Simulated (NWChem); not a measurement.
BHCl, doublet; SMILES [BH]Cl

```xyz
3

B      0.1314     1.2354     0.0000
Cl     0.0101    -0.4791     0.0000
H     -0.8283     1.9674     0.0000
```
Atoms are numbered in this order, from 1.

Computed with NWChem. Spin-unrestricted. In the optimisation the excess spin sits in a' (Cs, its own frame). All runs use the structure optimised with PBE0/def2-SVP, spin-unrestricted. No stability test was run on the SCF state.

Q: Among these, which level gives the lowest value of “highest occupied level (eV)”?
(A) B3PW91/def2-SVP
(B) LC-wPBE (HJS exchange hole, range parameter 0.4 per bohr)/def2-SVP
(C) LDA (Slater exchange, VWN5)/def2-SVP
(D) PBE0/def2-SVP

A: B, LC-wPBE (HJS exchange hole, range parameter 0.4 per bohr)/def2-SVP. Values: LC-wPBE (HJS exchange hole, range parameter 0.4 per bohr)/def2-SVP -8.94; PBE0/def2-SVP -6.08; B3PW91/def2-SVP -5.87; LDA (Slater exchange, VWN5)/def2-SVP -4.62
